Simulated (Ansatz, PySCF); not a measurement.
Reaction 2 R1 → P1 + P2, each structure at its B3LYP-D3(BJ)/def2-TZVP stationary point, reached from a drawn start (curvature not checked).
P1, BBr3 (SMILES BrB(Br)Br) (charge 0, multiplicity 1):
```xyz
4

B      0.00000     0.00000     0.00000
Br     1.90733     0.00000     0.00000
Br    -0.95366     1.65179     0.00000
Br    -0.95366    -1.65179     0.00000
```
R1, BBr2 (SMILES Br[B]Br) (charge 0, multiplicity 2):
```xyz
3

B     -0.2789    -0.4931     0.0000
Br     1.6079    -0.5842     0.0000
Br    -1.3289     1.0773     0.0000
```
P2: BBr (SMILES [B]Br), charge 0, multiplicity 1.

P less R. No zero-point or thermal terms; singlets are restricted closed shells; open shells are unrestricted; no spin–orbit coupling.

Cores are frozen in the correlated methods. In cc and def2 sets filled d and f shells under p-block atoms count as core.

Programs: Ansatz (Gaussian orbitals); PySCF for the D3/D4 terms. All values are computed, each at the level named.

Problem. One of these levels gives -35.92 kcal/mol for the reaction energy. Which one is it?
A) PBE-D3(BJ)/def2-TZVPP
B) CCSD(T)/cc-pVDZ
C) BLYP-D3(BJ)/def2-TZVPP
D) wB97X-V/def2-TZVPP

Solution. B, CCSD(T)/cc-pVDZ. The others give -25.96 (PBE-D3(BJ)/def2-TZVPP), -28.60 (BLYP-D3(BJ)/def2-TZVPP), -32.33 (wB97X-V/def2-TZVPP)

Ansatz is an electronic-structure program.
